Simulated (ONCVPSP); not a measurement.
Ag (Z = 47): ONCV pseudisation with PBEsol, scalar-relativistic reference atom.

ONCVPSP 4.0.1 input, shortened (lines: element, Z, core and valence counts, functional; n l f; lmax; l rc ep ncon nbas qcut; lloc lpopt rc5 dvloc0; l nproj debl; icmod fcfact rcfact), PBEsol, scalar-relativistic:

```
  Ag 47.00    6    4  -116133      upf
    1    0    2.00
    2    0    2.00
    2    1    6.00
    3    0    2.00
    3    1    6.00
    3    2   10.00
    4    0    2.00
    4    1    6.00
    4    2   10.00
    5    0    1.00
    2
    0    1.30    0.00    4    9   11.20
    1    1.30    0.00    3    7   12.20
    2    1.50    0.00    5    9   12.50
    4    5    0.95    0.00
    0    2    3.60
    1    2    0.90
    2    1    1.80
    3    1.75    1.70
```

In the p channel the program set the typed energies aside and used -2.150, 0.250 Ha.

All-electron outer shells of the reference configuration (PBEsol, scalar-relativistic, ld1.x):

```tsv
shell	level (eV)	outermost node (bohr)	outermost maximum (bohr)
3d	-358.49	–	0.27
4s	-94.97	0.44	0.82
4p	-58.51	0.44	0.87
4d	-7.45	0.43	1.04
5s	-4.42	1.11	2.49
```

Problem. Does the generator finish with these settings?

Solution. Yes, a potential is produced and its reference levels are reproduced.

Problem. Estimate the cutoffs (Ha) at which the residual kinetic energy of the hardest occupied pseudo-wave falls to 1 and 0.1 mHa per electron.

Solution. 46 Ha and 55 Ha.

Problem. What does a ghost test show?

Solution. No bound ghost flagged; GHOST(+) flagged for s at 248.3 eV.

Problem. Tests: 4s2 4p6 4d10 5s0; 4s2 4p6 4d9 5s0; 4s2 4p6 4d8 5s0; 4s2 4p6 4d9 5s1 5p1. Which has the largest error in its energy relative to the reference configuration, and how large is it?

Solution. 4s2 4p6 4d9 5s0, with -2.0 meV (all-electron minus pseudo) on +29.86 eV.
